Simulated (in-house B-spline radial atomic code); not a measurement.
## One electron outside the [Kr] 4d10 core: the xenon ion Xe⁷⁺

Computed with a B-spline radial code for spherical atoms, no-pair Dirac-Coulomb Hamiltonian, finite nucleus. Rungs: frozen-core Dirac-Hartree-Fock (DHF); Brueckner orbitals from the second-order correlation potential; the same with the Coulomb interaction screened by the core and the hole-particle interaction summed; Breit and QED terms from differences of relaxed Dirac-Fock atoms, where computed. Partial waves beyond l = 6 are extrapolated. The tables show a selection of states; those near core-excited levels, with erratic corrections or far from their DHF start are never shown.

Command:
```bash
python run_mb.py task.json out
```
Settings (nuclear radius in fm, box in bohr, cutoff in hartree):
```
basis_form          2
Z                   54
core_configuration  [Kr] 4d10
rms_radius          4.7859
mass_number         132
speed_of_light      137.036
box_radius          30.15
lmax                6
intervals           66
virtual_cutoff      5832.0
```

Cost of the run: 4.7 min on 1 thread of Arm Neoverse N1, on a shared host.

Removal energies (eV):

```csv
state,DHF,second order,screened,Breit + QED,final
5s1/2,104.118,106.549,106.077,-0.092,105.985
5p1/2,89.931,91.9903,91.614,-0.0676,91.5464
5p3/2,87.7036,89.6327,89.2832,-0.0409,89.2423
4f5/2,70.9253,73.5801,73.1914,-,-
4f7/2,70.8799,73.493,73.1115,-,-
5d3/2,66.5169,?,?,?,?
5d5/2,66.162,?,?,?,?
6s1/2,56.2803,57.1327,56.961,-0.0348,56.9261
```

What does correlation do to 5d5/2?

It adds 1.23 eV to the removal energy in second order and 1.031 eV with screening; Breit and QED add -0.00232 eV, for a final 67.191 eV.

What does correlation do to 5d3/2?

It adds 1.251 eV to the removal energy in second order and 1.051 eV with screening; Breit and QED add -0.0107 eV, for a final 67.5575 eV.

How does the lowest state compare with the NIST ionisation energy?

5s1/2 is bound by 105.985 eV, without recoil; NIST lists 105.9778 ± 0.0025 eV (measured), a difference of +0.0067 eV.

Electric-dipole lines from 5s1/2 (reduced matrix elements in atomic units, length form, static core polarisation, sign of DHF taken positive):

```tsv
upper	DHF	+ core polarisation	+ Brueckner	λ (nm)	A (s⁻¹)
5p1/2	1.37	1.174	1.156	85.873	2.14e+09
5p3/2	1.943	1.672	1.647	74.055	3.38e+09
```

Magnetic hyperfine constants per unit nuclear g factor (MHz, nucleus as a uniformly magnetised ball; they apply to isotopes with nuclear spin):

```tsv
state	DHF	+ core polarisation	+ Brueckner
5s1/2	46460	50620	52840
5p1/2	11890	12890	13600
5p3/2	1779	2079	2199
6s1/2	17540	18990	19320
```

What is the static scalar polarisability of 5s1/2?

3.155 bohr³: 0.8345 from the core and 2.321 from the valence electron, Pauli blocking included.
